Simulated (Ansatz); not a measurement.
Start from `CCC(F)(F)F` and change one atom or group to get `C[SiH2]C(F)(F)F`.

Ansatz, PBE0-D4/def2-TZVP geometries, multiplicity 1. 

```tsv
property	`CCC(F)(F)F`
LUMO energy (PBE/def2-TZVPP) / eV	0.42
HOMO–LUMO gap (PBE0/def2-TZVPP) / eV	11.46
HOMO–LUMO gap (B3LYP/def2-TZVPP) / eV	10.90
ideal-gas entropy at 298 K and 1 bar (rigid rotor, harmonic PBE0-D4/def2-TZVP) / J/(mol·K)	326
HOMO–LUMO gap (ωB97M-V/def2-TZVPP) / eV	15.24
size of the dipole moment (PBE/def2-TZVPP) / D	2.23
```

Q: Give the same properties after the change, and the shifts. (Best estimate.)

A: The calculation gave: 
| property | `C[SiH2]C(F)(F)F` | shift |
| --- | --- | --- |
| LUMO energy (PBE/def2-TZVPP) / eV | -0.43 | -0.85 |
| HOMO–LUMO gap (PBE0/def2-TZVPP) / eV | 9.66 | -1.80 |
| HOMO–LUMO gap (B3LYP/def2-TZVPP) / eV | 9.20 | -1.70 |
| ideal-gas entropy at 298 K and 1 bar (rigid rotor, harmonic PBE0-D4/def2-TZVP) / J/(mol·K) | 361 | 35 |
| HOMO–LUMO gap (ωB97M-V/def2-TZVPP) / eV | 13.49 | -1.75 |
| size of the dipole moment (PBE/def2-TZVPP) / D | 2.49 | 0.26 |

With PBE0 the HOMO rises by 0.96 eV and the LUMO falls by 0.84 eV, so the gap narrows by about 1.80 eV. PBE moves the HOMO by 0.88 eV and ωB97M-V by 1.04 eV. Dipoles are sizes alone; their direction can turn. Modes under 60 cm⁻¹, often nearly free rotors, make the harmonic entropy too high.

B3LYP here is the variant with VWN-RPA as its local correlation; programs differ in this.
